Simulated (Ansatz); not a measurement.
Species: BBr2Cl, SMILES `ClB(Br)Br` (charge 0, multiplicity 1).

Question: Give a relaxed geometry from PBE0-D4/def2-TZVP run with Ansatz (an electronic-structure program).

Answer: the end point of this relaxation (outside a Z-matrix the atoms follow the SMILES, hydrogens last).
Cartesian coordinates (Å) in one orientation:
```xyz
4

Cl     1.730    -0.397    -0.001
B      0.041    -0.009     0.000
Br    -0.518     1.805     0.000
Br    -1.253    -1.399     0.002
```
